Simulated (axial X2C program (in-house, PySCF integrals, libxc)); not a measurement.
# Which molecule has these constants?

Computed with an in-house all-electron X2C program for linear molecules (integrals from PySCF), spin-free (one-electron X2C) or two-component (2c: spin–orbit coupling with atomic mean-field Coulomb and Gaunt terms, which also bring small scalar terms), in Dyall basis sets with cores contracted in-house; open shells are unrestricted.

A two-component PBE0 calculation in a Dyall 3-zeta basis gave Re = 3.119 Å, ωe = 136.6 cm⁻¹, Ω = 2.

Question: Which molecule is it?
A. FeH⁺
B. NaFe⁺
C. LiFe⁺

Answer: B. The others have FeH⁺ 1.550 Å and 1880.1 cm⁻¹ (Ω = 3); LiFe⁺ 2.799 Å and 260.9 cm⁻¹ (Ω = 2).

Each entry is the lowest single determinant of a limited PBE0 search at one distance. De goes to single-determinant-based atoms at the same level (for ions the charge split of lowest energy) and is withheld (n/a) where an atom does not fit its ground term or J level. Main or longest-lived isotopes. One determinant is a doubtful description, or other states lie close, for NaFe⁺, FeH⁺, LiFe⁺; these need not be ground states, and all values refer to the states named. Some open-shell Ω = 0 determinants are out of reach, so the Ω given for NaFe⁺, FeH⁺, LiFe⁺ need not be the lowest component. With several unpaired electrons the Ω given is that of one determinant, not necessarily of the lowest component. The functionals have no current term, which raises determinants with orbital currents.
